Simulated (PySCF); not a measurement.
A mixed set of molecules.

All values: PBE0/pcSseg-1 (PySCF) at GFN2-xTB geometries, gas phase, one conformer each.

Problem. Rank by LUMO energy, highest first.
A. `C=N[SiH2][C@H](C)CC`
B. `CC[C@]([SiH3])(C#N)C=O`
C. `CO[SiH2][C@@H]1C[C@H]1C#N`
D. `CC(=O)[Si@@H]1C=CCN1`
E. `CS[Si@@H]1[SiH2]C(F)=C1C`
F. `O=C(O)C[Si@H](O)[SiH2]S`

Solution. C (-0.04 eV), E (-0.43 eV), A (-0.78 eV), F (-0.93 eV), D (-1.06 eV), B (-1.45 eV).

Problem. Rank by the lowest IAO charge on any atom, highest value first.
A. `C#C[Si@H](CSC)[SiH2]F`
B. `O=C[C@H]1C[Si@H](N=C)C1`
C. `CC(=O)[Si@@H]1C=CCN1`
D. `C[Si@H]1C=C(C(N)=O)C1`
E. `C=N[SiH2][C@H](C)CC`
F. `C(O)(C[Si@@H]([SiH2]S)O)=O`

Solution. E (-0.514 e), B (-0.554 e), A (-0.615 e), C (-0.686 e), D (-0.721 e), F (-0.802 e).

Problem. Rank by dipole moment, lowest first.
A. `[CH3:1][Si@H:2]1[CH:3]=[C:4]([C:5]([NH2:6])=[O:7])[CH2:8]1` with C3–C4–C5–N6 180°, C4–C5–N6–H 179° and 1°
B. `[CH3:1][S:2][Si@@H:3]1[SiH2:4][C:5]([F:6])=[C:7]1[CH3:8]` with C1–S2–Si3–Si4 39°
C. `[CH3:1][CH2:2][C@:3]([SiH3:4])([C:5]#[N:6])[CH:7]=[O:8]` with C1–C2–C3–Si4 177°, C2–C3–C7–O8 -27°
D. `[CH2:1]=[N:2][SiH2:3][C@H:4]([CH3:5])[CH2:6][CH3:7]` with C1–N2–Si3–C4 113°, N2–Si3–C4–C5 -176°, Si3–C4–C6–C7 -69°
E. `[CH3:1][O:2][SiH2:3][C@@H:4]1[CH2:5][C@H:6]1[C:7]#[N:8]` with C1–O2–Si3–C4 180°, O2–Si3–C4–C5 -125°
F. `[CH:1]#[C:2][Si@H:3]([CH2:4][S:5][CH3:6])[SiH2:7][F:8]` with C2–Si3–C4–S5 176°, Si3–C4–S5–C6 -78°, C2–Si3–Si7–F8 -65°

Solution. B (0.35 D), D (1.35 D), F (2.12 D), C (2.64 D), A (4.15 D), E (5.13 D).

All values together:

```tsv
SMILES	formula	μ (D)	HOMO (eV)	LUMO (eV)	lowest IAO charge (e)	highest IAO charge (e)	lowest Hirshfeld charge (e)	highest Hirshfeld charge (e)
O=C(O)C[Si@H](O)[SiH2]S	C2H8O3SSi2	1.32	-7.29	-0.93	-0.802 (O)	+0.918 (Si)	-0.312 (O)	+0.353 (Si)
CS[Si@@H]1[SiH2]C(F)=C1C	C4H9FSSi2	0.35	-6.79	-0.43	-0.497 (C)	+0.528 (Si)	-0.119 (C)	+0.237 (Si)
CO[SiH2][C@@H]1C[C@H]1C#N	C5H9NOSi	5.13	-8.33	-0.04	-0.635 (O)	+1.030 (Si)	-0.236 (N)	+0.406 (Si)
CC(=O)[Si@@H]1C=CCN1	C5H9NOSi	3.82	-6.34	-1.06	-0.686 (N)	+0.954 (Si)	-0.245 (N)	+0.374 (Si)
C=N[SiH2][C@H](C)CC	C5H13NSi	1.35	-6.87	-0.78	-0.514 (N)	+0.867 (Si)	-0.211 (N)	+0.365 (Si)
C[Si@H]1C=C(C(N)=O)C1	C5H9NOSi	4.15	-7.16	-1.17	-0.721 (C)	+0.912 (Si)	-0.301 (O)	+0.384 (Si)
CC[C@]([SiH3])(C#N)C=O	C5H9NOSi	2.64	-7.99	-1.45	-0.422 (C)	+0.638 (Si)	-0.220 (N)	+0.349 (Si)
C#C[Si@H](CSC)[SiH2]F	C4H9FSSi2	2.12	-6.49	-1.07	-0.615 (C)	+0.826 (Si)	-0.213 (F)	+0.344 (Si)
C=N[Si@H]1C[C@H](C=O)C1	C5H9NOSi	2.44	-7.16	-1.17	-0.554 (C)	+1.010 (Si)	-0.228 (N)	+0.395 (Si)
```

Conformers: `[O:1]=[C:2]([OH:3])[CH2:4][Si@H:5]([OH:6])[SiH2:7][SH:8]` with O1–C2–O3–H 1°, O1–C2–C4–Si5 63°, C2–C4–Si5–O6 -51°, C4–Si5–O6–H 29°, C4–Si5–Si7–S8 -80°; `[CH3:1][S:2][Si@@H:3]1[SiH2:4][C:5]([F:6])=[C:7]1[CH3:8]` with C1–S2–Si3–Si4 39°; `[CH3:1][O:2][SiH2:3][C@@H:4]1[CH2:5][C@H:6]1[C:7]#[N:8]` with C1–O2–Si3–C4 180°, O2–Si3–C4–C5 -125°; `[CH3:1][C:2](=[O:3])[Si@@H:4]1[CH:5]=[CH:6][CH2:7][NH:8]1` with C1–C2–Si4–C5 62°, C2–Si4–C5–C6 -122°, C5–C6–C7–N8 8°, C6–C7–N8–Si4 -16°, C2–Si4–N8–C7 134°; `[CH2:1]=[N:2][SiH2:3][C@H:4]([CH3:5])[CH2:6][CH3:7]` with C1–N2–Si3–C4 113°, N2–Si3–C4–C5 -176°, Si3–C4–C6–C7 -69°; `[CH3:1][Si@H:2]1[CH:3]=[C:4]([C:5]([NH2:6])=[O:7])[CH2:8]1` with C3–C4–C5–N6 180°, C4–C5–N6–H 179° and 1°; `[CH3:1][CH2:2][C@:3]([SiH3:4])([C:5]#[N:6])[CH:7]=[O:8]` with C1–C2–C3–Si4 177°, C2–C3–C7–O8 -27°; `[CH:1]#[C:2][Si@H:3]([CH2:4][S:5][CH3:6])[SiH2:7][F:8]` with C2–Si3–C4–S5 176°, Si3–C4–S5–C6 -78°, C2–Si3–Si7–F8 -65°; `[CH2:1]=[N:2][Si@H:3]1[CH2:4][C@H:5]([CH:6]=[O:7])[CH2:8]1` with C1–N2–Si3–C4 139°, C4–C5–C6–O7 -21°, N2–Si3–C4–C5 118°, Si3–C4–C5–C6 94°, C4–C5–C8–Si3 17°, N2–Si3–C8–C5 -120°.
